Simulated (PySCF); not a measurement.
C₆H₄ClNS.
Bonds: Cl1–C2, C2–C3 (aromatic), C3–S4 (aromatic), S4–C5 (aromatic), C5–C6 (aromatic), C6–C7 (aromatic), C7–N8 (aromatic), N8–C9 (aromatic), C2–C9 (aromatic), C5–C9 (aromatic). Hydrogens: H10 on C3; H11 on C6; H12 on C7; H13 on N8.

The same species was optimised twice, with GFN2-xTB and with PBE0-D3(BJ)/def2-SVP (PySCF), and the same property calculations (PySCF, gas phase) were run on both structures.

```tsv
coordinate	GFN2-xTB	PBE0-D3(BJ)/def2-SVP	change
C5–C6 (Å)	1.407	1.421	+0.014
C6–C7 (Å)	1.372	1.382	+0.010
C2–C3 (Å)	1.360	1.369	+0.009
C7–N8 (Å)	1.365	1.373	+0.008
C2–C9 (Å)	1.413	1.421	+0.008
N8–C9 (Å)	1.358	1.363	+0.005
C5–C9 (Å)	1.396	1.394	-0.002
C3–S4 (Å)	1.735	1.737	+0.002
S4–C5 (Å)	1.729	1.730	+0.001
Cl1–C2 (Å)	1.723	1.723	0.000
Cl1–C2–C3 (°)	124.4	125.3	+0.9
Cl1–C2–C9 (°)	124.0	123.2	-0.8
C2–C9–N8 (°)	138.9	138.2	-0.7
C3–S4–C5 (°)	90.7	91.4	+0.7
C2–C3–S4 (°)	113.4	112.8	-0.6
C2–C9–C5 (°)	113.2	113.6	+0.4
S4–C5–C6 (°)	141.0	141.5	+0.5
C6–C7–N8 (°)	110.2	109.8	-0.4
```

Rotational constants: A = 1830, B = 1136, C = 700.8 MHz (GFN2-xTB) against A = 1812, B = 1135, C = 697.9 MHz (PBE0-D3(BJ)/def2-SVP). Point groups within 0.08 Å: Cs and Cs.

On the GFN2-xTB structure: lowest singlet, TDDFT (eV) 5.17 [wB97X-D/def2-SVPD]; isotropic polarisability (au) 105.6 [wB97X-D/def2-SVPD]; HOMO (eV) -7.82 [wB97X-D/def2-SVPD]; LUMO (eV) 1.13 [wB97X-D/def2-SVPD]; dipole (D) 1.93 [wB97X-D/def2-SVPD].

**Question.** What do these properties become on the PBE0-D3(BJ)/def2-SVP structure?

**Answer.** 
| property | level | on GFN2-xTB | on PBE0-D3(BJ)/def2-SVP | change |
| --- | --- | --- | --- | --- |
| lowest singlet, TDDFT (eV) | wB97X-D/def2-SVPD | 5.17 | 5.16 | -0.01 |
| isotropic polarisability (au) | wB97X-D/def2-SVPD | 105.6 | 106.6 | +1.0 |
| HOMO (eV) | wB97X-D/def2-SVPD | -7.82 | -7.84 | -0.02 |
| LUMO (eV) | wB97X-D/def2-SVPD | 1.13 | 1.09 | -0.04 |
| dipole (D) | wB97X-D/def2-SVPD | 1.93 | 1.89 | -0.04 |
| energy, GFN2-xTB geometry as zero (kcal/mol) | wB97X-D/def2-SVPD | 0.0 | -0.7 | -0.7 |

The heavy atoms differ by 0.014 Å rms after alignment. Among bonds between heavy atoms C5–C6 changes most (+0.014 Å). Changes are differences of the printed values. Neither structure is proved a minimum here.

wB97X-D is run here without its empirical dispersion term; that term would change no orbital, density or response property at a fixed geometry.
